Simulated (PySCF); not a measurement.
(SiH3)3P, H9PSi3.
SMILES: `[SiH3]P([SiH3])[SiH3]`

Method: PySCF, PBE0-D3(BJ)/def2-SVP geometry optimisation, gas phase.

Masses are those of the commonest isotopes; rigid-rotor values at the optimised geometry. 

Q: Give the principal moments of inertia and the rotational constants in MHz.

A: Ia = 230.92, Ib = 231.26, Ic = 385.95 u·Å²; 505379 MHz·u·Å²/I gives A = 2189, B = 2185, C = 1309 MHz.

Q: Classify the top.

A: An oblate symmetric top, as the point group C3v requires two equal moments; the computed ones differ by 0.15 % because the geometry is symmetric only within the optimiser's tolerance. Ray's parameter κ = (2B − A − C)/(A − C) = 0.993; −1 is the prolate and +1 the oblate limit.

Q: What does the inertial defect say?

A: Not planar: Δ = Ic − Ia − Ib = -76.24 u·Å². For a rigid frame Δ = −2 Σ m c², so Σ m c² = 38.12 u·Å² lies off the ab plane: 9.37 from hydrogen and 28.74 from heavier atoms. The atom farthest from that plane is 1.75 Å away.

Q: Where do the R-branch lines fall?

A: The dipole of 0.76 D lies along the symmetry axis, so ΔK = 0 and J+1 ← J falls at 2B(J+1) for every K: 4.37 GHz, 8.75 GHz, 13.12 GHz, 17.50 GHz, 21.87 GHz for J = 0 to 4.

Not checked by PBE0-D3(BJ)/def2-SVP frequencies. These are rigid-rotor constants of the computed structure; measured ground-state constants (B0) also hold zero-point vibration.
